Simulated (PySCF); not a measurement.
A structure optimised at B3LYP-D3(BJ)/def2-TZVP, used in a PySCF frequency run:

```xyz
5

In    -0.0016     0.5838     0.0000
H      1.5435     1.3306     0.0000
H     -1.5694     1.2857     0.0000
S      0.0846    -1.8273     0.0000
H     -1.2495    -1.9878     0.0000
```

Write its SMILES, formula and point group.

[SH][InH2], H3InS, Cs

What are its rotational constants (standard atomic weights)?

76.212, 3.3006, 3.1636 GHz
